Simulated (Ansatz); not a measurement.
Cartesian coordinates (Å):
```xyz
10

C      1.7269    -0.2749     0.1827
Al    -0.0211     0.5584     0.0198
C     -1.7166    -0.3666    -0.1945
I     -0.0771     3.0524     0.0778
H      2.1091    -0.1520     1.2014
H      2.4532     0.1991    -0.4828
H      1.6987    -1.3450    -0.0376
H     -1.7114    -1.3395     0.3050
H     -2.5551     0.2199     0.1860
H     -1.9066    -0.5516    -1.2577
```
Charge 0, spin multiplicity 1.

Calculation: frozen-core CCSD(T)/def2-TZVPP // PBE0-D3(BJ)/def2-TZVP in Ansatz (a first-principles code).

```
Quantity                       Result
----------------------  -------------
HF energy               -617.93012 Ha
MP2 correlation energy    -0.93126 Ha
```

Estimate the CCSD correlation energy, the (T) correction, the total energy and the T1 diagnostic.


```
Item                            Result
-----------------------  -------------
CCSD correlation energy    -0.93643 Ha
(T) correction             -0.02800 Ha
CCSD(T) total energy     -618.89455 Ha
T1 diagnostic                    0.008
```
